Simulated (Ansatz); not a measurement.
This Ansatz (an electronic-structure program) input (B2PLYP/def2-SVP) gives -79.97590 Eh with 33 basis functions. A basis named .json is the Basis Set Exchange file of that set (core-valence sets with the plain set on hydrogen).

Ansatz 0.2 input:
```yaml
crystal:
  periodic: [false, false, false]
  atoms:
    - {symbol: B, position_ang: [-0.00000000, -0.00000000, -0.83561304]}
    - {symbol: N, position_ang: [0.00000000, 0.00000000, 0.39812868]}
    - {symbol: H, position_ang: [0.00000000, 0.00000000, 1.39116444]}
basis:
  gaussian:
    orbitals: def2-SVP
hamiltonian:
  xc: {name: B2PLYP}
magnetization: {spin_polarized: true, initial_magnetization: 1}
correlation: {electrons: outside_noble_gas}
```

Change:
```diff
- orbitals: def2-SVP
+ orbitals: def2-SV_P_.json
```

Task: What does the run give now?

Result: -79.96764 Eh (B2PLYP/def2-SV(P), 30 functions), a change of +8.26 mEh.
